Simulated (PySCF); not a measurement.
Computed shifts of a molecule C2H9NSi3, PBE/pcSseg-1 in PySCF, GIAO, gas phase, atoms alike by connectivity averaged where their shifts nearly agree, in ppm (number of nuclei): ¹⁵N: 300.5 (1). ¹³C: 120.3 (1), -5.3 (1). ²⁹Si: -59.7 (1), -60.2 (1), -112.0 (1). ¹H: 4.53 (3), 4.44 (2), 4.02 (3), 1.42 (1). References: ¹⁵N against NH3 (σ = 267.0 ppm); ¹³C against TMS (σ = 182.0 ppm); ²⁹Si against TMS (σ = 335.4 ppm); ¹H against TMS (σ = 31.49 ppm), references at their B3LYP-D3(BJ)/def2-TZVP geometries, non-relativistic. Geometry: ωB97X-D3(BJ)/def2-SVP. The values are those of a single conformer.

Problem. Which molecule gave these data?
(A) [SiH3]C[Si@@H]1C=N[SiH2]1
(B) N#C[C@H]([SiH3])[SiH2][SiH3]
(C) C[SiH2][Si@H]1N=C[SiH2]1
(D) [SiH3]CC1=N[SiH2][SiH2]1

Solution. B, N#C[C@H]([SiH3])[SiH2][SiH3]
